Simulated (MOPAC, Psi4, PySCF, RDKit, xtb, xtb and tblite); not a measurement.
Two geometries of SMILES COc1ccccc1-c1ccco1 (C11H10O2), singlet, relaxed at GFN2-xTB with one dihedral held; other torsions can differ between them too.

Structure A

```
23

C      1.7546     2.2936    -0.9280
O      0.7016     1.4487    -0.5406
C      0.9739     0.1545    -0.2301
C      2.2468    -0.4025    -0.2694
C      2.4514    -1.7262     0.0807
C      1.3872    -2.5150     0.4767
C      0.1167    -1.9737     0.5164
C     -0.1180    -0.6456     0.1684
C     -1.4687    -0.1148     0.2349
C     -2.5689    -0.5836     0.9144
C     -3.6242     0.3082     0.6289
C     -3.0982     1.2503    -0.2024
O     -1.8048     1.0034    -0.4420
H      1.2956     3.2627    -1.1178
H      2.5031     2.3982    -0.1351
H      2.2411     1.9406    -1.8434
H      3.0934     0.1931    -0.5726
H      3.4496    -2.1361     0.0412
H      1.5446    -3.5474     0.7485
H     -0.7190    -2.5887     0.8107
H     -2.6173    -1.4423     1.5519
H     -4.6304     0.2552     0.9915
H     -3.5297     2.1119    -0.6725
```

Structure B

```
23

C     -1.8047     2.3036    -0.8879
O     -0.7331     1.4754    -0.5065
C     -0.9837     0.1701    -0.2071
C     -2.2491    -0.4006    -0.2603
C     -2.4411    -1.7351     0.0565
C     -1.3685    -2.5218     0.4324
C     -0.1058    -1.9657     0.4885
C      0.1168    -0.6254     0.1749
C      1.4675    -0.1009     0.2526
C      2.0082     1.1390     0.0146
C      3.3939     1.0274     0.2633
C      3.6050    -0.2643     0.6341
O      2.4548    -0.9528     0.6314
H     -1.3663     3.2841    -1.0693
H     -2.5542     2.3867    -0.0942
H     -2.2831     1.9488    -1.8065
H     -3.1026     0.1913    -0.5508
H     -3.4355    -2.1531     0.0068
H     -1.5139    -3.5621     0.6804
H      0.7392    -2.5698     0.7804
H      1.4828     2.0151    -0.2976
H      4.1286     1.8019     0.1774
H      4.4932    -0.7961     0.9138
```

Which is lower in energy at the level B3LYP-D3(BJ)/def2-SVP // GFN2-xTB run with Psi4, and by how much?

B is lower, by 4.37 kcal/mol (dihedral C3–C8–C9–O13: 20° in A, 180° in B).

E(B) − E(A) in kcal/mol at the other levels, on the same two geometries: GFN2-xTB (xtb and tblite) -1.32; MMFF94 // GFN2-xTB (RDKit) -4.26; B3LYP/def2-SVP // GFN2-xTB (Psi4) -4.23; PBE/def2-SVP // GFN2-xTB (Psi4) -4.02; PBE-D3(BJ)/def2-SVP // GFN2-xTB (Psi4) -4.11; UFF // GFN2-xTB (RDKit) 4.12; AM1, restricted, heats of formation // GFN2-xTB (MOPAC) -2.06; PM6, restricted, heats of formation // GFN2-xTB (MOPAC) -3.13; GFN1-xTB // GFN2-xTB (xtb) -3.50; restricted B3LYP/6-31G*, spherical d, density fitting // GFN2-xTB (PySCF) -3.94; restricted Hartree-Fock/3-21G, density fitting // GFN2-xTB (PySCF) -7.33; restricted B3LYP/3-21G, density fitting // GFN2-xTB (PySCF) -6.54; restricted B3LYP/LANL2DZ, density fitting // GFN2-xTB (PySCF) -6.23.
